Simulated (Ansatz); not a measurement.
Pulling on the Ge1–F2 bond in F2Ge (SMILES [F][Ge][F]) (multiplicity 1 held, fragments rigid). Energies count from the point at 1.758 Å.
Geometry at that point (charge 0, multiplicity 1):
```xyz
3

Ge     0.035    -0.021     0.416
F      0.599     1.180    -0.738
F     -0.725    -1.106    -0.740
```

R- and RO- levels are restricted; in cc, def2 and unpolarised 6-31G sets they are followed outwards from rest. U- levels take the lowest unrestricted solution at each point, which mixes spins at long bonds. Levels need not reach the same state.

Cores are frozen in the correlated methods. Filled d and f shells under p-block atoms count as core.

The values were computed with Ansatz (a first-principles code). Values without a source in brackets are computed.

Energies in eV.

```
R (Å)  R-HF/cc-pVDZ  R-SCS-MP2/cc-pVDZ  U-SCS-MP2/cc-pVDZ  U-CCSD/cc-pVDZ
-----  ------------  -----------------  -----------------  --------------
1.407          3.20               3.50               3.50            3.47
1.582          0.51               0.63               0.63            0.62
1.758          0.00               0.00               0.00            0.00
1.934          0.39               0.30               0.30            0.31
2.110          1.11               0.96               0.96            0.98
2.374          2.31               2.09               2.09            2.11
2.637          3.40               3.13               4.06            3.18
3.077          4.86               4.52               5.07            4.46
3.517          5.96               5.53               5.28            4.96
4.044          6.91               6.30               5.35            5.10
4.747          7.72               6.73               5.37            5.12
5.627          8.28               6.58               5.37            5.13
```

Doubts at one or more of the structures used: a restricted determinant that unrestricted orbitals would lower (R-HF/cc-pVDZ, R-SCS-MP2/cc-pVDZ); a spin-contaminated determinant (U-SCS-MP2/cc-pVDZ, U-CCSD/cc-pVDZ); T1 above 0.05 (U-CCSD/cc-pVDZ).
